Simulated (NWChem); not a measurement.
C₂HBF₂; SMILES C#CB(F)F

Results from NWChem. The geometry was optimised at PBE0/def2-SVP.

### Question
Taking TPSS/def2-TZVPP as the yardstick, which of these has the fewest basis functions while keeping “dipole (D)” within 0.05 D of it: TPSS/def2-SVPD; TPSS/def2-TZVP; TPSS/def2-SVP?

### Answer
TPSS/def2-TZVP.
| level | basis functions | dipole (D) | relative time (rough) |
|---|---|---|---|
| TPSS/def2-SVP | 75 | 1.76 | 1 |
| TPSS/def2-SVPD | 114 | 1.93 | 3 |
| TPSS/def2-TZVP | 161 | 1.85 | 9 |
| TPSS/def2-TZVPP | 169 | 1.84 | 10 |

The yardstick is one finite set, not the basis-set limit.
